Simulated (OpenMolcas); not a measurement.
# S IV: the spin-orbit constant, worked from levels

```
Program             : OpenMolcas
Basis               : ANO-RCC-VDZ [4s3p]
Scalar Hamiltonian  : DKH2, point nucleus
Active space        : 3 electrons in 4 orbitals (3s 3p)
State averaging     : 2S+1 = 4 odd, 1 root (0 in the spin-orbit step); 2S+1 = 2 odd, 3 roots; 2S+1 = 4 even, 3 roots; 2S+1 = 2 even, 9 roots
Spin-orbit coupling : state interaction with AMFI integrals over the reference wave functions, term energies averaged over their components
```

Methods: CASSCF; SS-CASPT2, IPEA 0.25 Eh, imaginary shift 0.1 Eh (closed shells correlated: 2s 2p). Measured levels: NIST levels in Podobedova, Kelleher and Wiese, J. Phys. Chem. Ref. Data 38, 171 (2009).

**The spin-orbit constant.** For the Hund term 2P* of p1, E(J) = (A/2) J(J+1) + constant and ζ = 2S·A = A. From J = 1/2 to J = 3/2 the energy changes by 1.5 A.

```json
{"Source": "CASSCF", "E(3/2) - E(1/2)": "757.4", "A": "504.9", "ζ": "505"}
{"Source": "SS-CASPT2", "E(3/2) - E(1/2)": "757.4", "A": "504.9", "ζ": "505"}
{"Source": "measured", "E(3/2) - E(1/2)": "951.4", "A": "634.3", "ζ": "634"}
```

All in cm-1. SS-CASPT2 is off by -20.4 % and CASSCF by -20.4 %. Both methods take the spin-orbit matrix elements from the reference wave functions, so the second can move ζ only through the term energies and any multistate remixing.

The basis is small and was not contracted for so high a charge. Measured partners are found by configuration, term and J. A level has none where our copy of the source lacks it or the pairing is in doubt (some pairs that miss far off the trend of their configuration count as doubtful), and it then counts in no deviation. Only configurations of the active space appear.

* marks odd parity.
